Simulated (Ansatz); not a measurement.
`[SiH3][O][In]([SH])[Cl]` + HCl → `[SH][In]([Cl])[Cl]` + `O[SiH3]`  (ligand exchange at the In–O bond)

Isolated molecules relaxed with PBE0-D4/def2-TZVP in Ansatz; ΔE leaves out vibrations. CCSD(T)/CBS is the MP2 limit (def2-TZVPP, def2-QZVPP) plus CCSD(T) − MP2 in def2-TZVPP, frozen cores. This one scheme is used for every species. DFT in def2-TZVPP. B3LYP here is the variant with VWN-RPA as its local correlation; programs differ in this. Elements past krypton have def2 core potentials. For In outer-core shells are correlated without core-valence functions, which leaves a few kJ/mol of doubt a bond. Each species was taken in one conformer, which may not be the lowest.

```csv
level,ΔE (kJ/mol),difference from CCSD(T)/CBS
PBE-D4,-72.5,-7.8
r2SCAN-D4,-73.0,-8.3
PBE0-D4,-76.6,-11.9
B3LYP-D4,-71.3,-6.6
ωB97X-V,-70.4,-5.7
ωB97M-V,-72.7,-8.0
B2PLYP,-70.5,-5.8
PBE,-75.3,-10.6
r2SCAN,-74.1,-9.4
PBE0,-79.3,-14.6
B3LYP,-75.6,-10.9
HF/def2-TZVPP,-82.6,-17.9
MP2/def2-TZVPP,-66.2,-1.5
SCS-MP2/def2-TZVPP,-64.7,0.0
CCSD/def2-TZVPP,-66.3,-1.6
CCSD(T)/def2-TZVPP,-64.1,0.6
HF/def2-QZVPP,-80.9,-16.2
MP2/def2-QZVPP,-65.9,-1.2
SCS-MP2/def2-QZVPP,-64.7,0.0
HF/CBS(def2),-80.7,-16.0
MP2/CBS(def2),-66.8,-2.1
CCSD/CBS(def2),-66.9,-2.2
CCSD(T)/CBS,-64.7,0
```

Largest T1 diagnostic among the species: 0.014.

The D4 term adds +4.3 kJ/mol with B3LYP and +2.7 kJ/mol with PBE0; it sums over pairs of atoms, weighted by their polarisabilities, and B3LYP, whose exchange is more repulsive, gets the larger term. In def2-TZVPP, CCSD(T) changes the Hartree–Fock value by +18.5 kJ/mol (the triples alone add +2.2 kJ/mol) and MP2 by +16.4 kJ/mol.
